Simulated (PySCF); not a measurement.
Species: C6H6O2PS (charge -1).
Atom-mapped SMILES: `[CH2:1]=[CH:2][P@:3](=[O:4])([O-:5])[c:6]1[cH:7][cH:8][cH:9][s:10]1`

Geometry (GFN2-xTB, Å), atoms numbered from 1 in this order:
```xyz
16
C6H6O2PS angstrom
C     -2.9871    0.3071    0.8477
C     -1.9933   -0.5262    0.6145
P     -1.1118   -0.4908   -0.9995
O     -1.5119    0.6876   -1.8091
O     -1.1484   -1.8527   -1.6033
C      0.5857   -0.1965   -0.3445
C      1.4819    0.7049   -0.8218
C      2.7392    0.6527   -0.1776
C      2.7848   -0.3006    0.7872
S      1.2855   -1.1462    0.9138
H     -3.5798    0.2983    1.7548
H     -3.2339    1.0510    0.1070
H     -1.7124   -1.2997    1.3198
H      1.2249    1.3881   -1.6120
H      3.5693    1.2960   -0.4229
H      3.5997   -0.5640    1.4344
```

Probes without a nucleus sit at each ring's centroid and 1 Å off its mean plane on both sides; NICS is minus the shielding there, NICSzz its component along the normal. Level: GIAO PBE0/pcSseg-1 (PySCF, non-relativistic, gas phase) on the GFN2-xTB geometry, one conformer.

Ring bond lengths (Å), with Mayer bond orders in brackets: C6–C7 1.358 (1.63), C7–C8 1.414 (1.25), C8–C9 1.357 (1.57), C9–S10 1.726 (1.17), S10–C6 1.725 (1.14).

What do the NICS probes read (ppm)?

```csv
ring,type,NICS(0),"NICS(1), two faces","NICS(1)zz, two faces",rms pucker (Å),"centre to ring atoms, mean (Å)"
C6–C7–C8–C9–S10,5-membered ring with S; formal bonds all aromatic,-12.5,-11.3 / -11.6,-26.4 / -26.6,0.00,1.28
```

What can be read from them?

- C6–C7–C8–C9–S10: mean NICS(1)zz -26.5 ppm, shielded, aromatic by this magnetic criterion (flat ring, no four-coordinate atom).

How equal are the bonds by HOMA? HOMA = 1 − mean of α(R − Ropt)² over the ring bonds, with Krygowski's 1993 parameters (CC: Ropt 1.388 Å, α 257.7 Å⁻²; CS: Ropt 1.677 Å, α 94.09 Å⁻²).

- C6–C7–C8–C9–S10: HOMA 0.78; the largest term is that of C8–C9, α(R − Ropt)² = 0.25. The geometric and the magnetic index point the same way.

How shielded are the nuclei of the rings and their hydrogens (means over atoms taken as equivalent)?

| atoms | environment | σ isotropic (ppm) | principal values of the symmetric part, first atom (ppm) |
| --- | --- | --- | --- |
| C6 | substituted aromatic carbon | 17.4 | -63.7, -11.6, 127.6 |
| C7 | aromatic CH carbon | 56.7 | -23.8, 44.7, 149.1 |
| C8 | aromatic CH carbon | 59.6 | -24.0, 51.6, 151.2 |
| C9 | aromatic CH next to a ring sulfur | 57.6 | -34.1, 65.9, 141.1 |
| S10 | thiophene-type sulfur | 279.1 | 135.4, 295.7, 406.2 |
| H14 | aromatic hydrogen | 24.31 | 20.3, 24.6, 28.1 |
| H15 | aromatic hydrogen | 25.05 | 22.2, 24.9, 28.0 |
| H16 | aromatic hydrogen | 25.04 | 22.2, 25.0, 27.9 |
